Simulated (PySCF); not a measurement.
CHN, charge +1, doublet, at a GFN2-xTB geometry (a state made from the parent by changing its charge; the spin is typed, not shown lowest). Base run: B3LYP/def2-TZVP (PySCF).

Here is a job for PySCF.
```python
from pyscf import gto, scf, dft

mol = gto.Mole()
mol.atom = '''
    C    -0.00000000   -0.00000000   -0.48312722
    N     0.00000000    0.00000000    0.64165945
    H    -0.00000000   -0.00000000   -1.59285286
'''
mol.basis = 'def2-tzvp'
mol.charge = 1
mol.spin = 1
mol.verbose = 4
mol.symmetry = True
mol.build()

mf = dft.UKS(mol)
mf.xc = 'b3lyp'
mf.kernel()
mf.analyze()
```

The base run was repeated with changes; each row names its change, and settings that it needs were set with it.

| change | ΔE vs base (eV) | point group used | SCF cycles |
|---|---|---|---|
| base | 0.00 | Coov | 11 |
| symmetry = off | -0.14 | C1 | 10 |
| symmetry_subgroup = C2v | -0.14 | C2v | 10 |

Open shells are given as the SCF converged; they aren't shown to be the lowest states, and a large step between rows can be another state.
